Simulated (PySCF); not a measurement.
PySCF input for HN₂, SMILES [N][NH] (connectivity only; charge and spin as stated), neutral, multiplicity 2, PBE0/pcH-1. The structure is a stationary point at PBE-D3(BJ)/def2-TZVPD.

```python
import numpy as np
from pyscf import gto, scf, dft
from pyscf.prop.hfc import uks as hfc
from pyscf.prop.gtensor import uks as gtensor

mol = gto.M(
    atom='''
    N    -0.15485207   -0.49423945    0.00000000
    N     0.05701838    0.66103116    0.00000000
    H     0.68483577   -1.16754196    0.00000000
    ''',
    basis='pcH-1',
    charge=0,
    spin=1,
    max_memory=1600,
    verbose=3,
)
mf = dft.UKS(mol, xc='pbe0')
mf.grids.level = 3
mf.conv_tol = 1e-10
mf.max_cycle = 100
mf.kernel()
fine, coarse = mf.grids, dft.Grids(mol).set(level=1).build(with_non0tab=True)
for _ in range(3):  # follow internal instabilities
    mf.grids = coarse
    mo, _, stable, _ = mf.stability(return_status=True, nroots=4)
    mf.grids = fine
    if stable:
        break
    mf.kernel(mf.make_rdm1(mo, mf.mo_occ))
A = hfc.HFC(mf).make_fcdip(mf.make_rdm1())  # Fermi contact and dipolar terms, MHz
print('atom   A(iso)/MHz   principal dipolar parts/MHz')
for i, a in enumerate(A):
    w = np.linalg.eigvalsh((a + a.T) / 2)
    print(f'{mol.atom_symbol(i):2s}{i + 1:3d} {w.mean():12.2f}', (w - w.mean()).round(2))
gt = gtensor.GTensor(mf)
gt.dia_soc2e, gt.para_soc2e, gt.so_eff_charge = None, None, True
gt.max_cycle_cphf = 60
g = gt.kernel()
```

Program output:

```

WARN: HOMO -0.138100141357759 >= LUMO -0.138100141357766

converged SCF energy = -109.908673270187  <S^2> = 0.75571841  2S+1 = 2.0057103
<class 'pyscf.dft.uks.UKS'> wavefunction is stable in the internal stability analysis
atom   A(iso)/MHz   principal dipolar parts/MHz
N   1        76.26 [-12.45  -9.5   21.94]
N   2        16.92 [-39.77 -34.55  74.32]
H   3       406.31 [-7.85 -6.52 14.37]
SOC(1e)/OZ [ 5.07697563e-05 -8.90441877e-03  2.05406640e-03]
free electron g 2.00231930436182
g-tensor total [2.00220822 1.99325339 2.00415757]
g-shift (ppt) [-0.11108179 -9.06591899  1.83826578]
```

Self-consistency was reached.
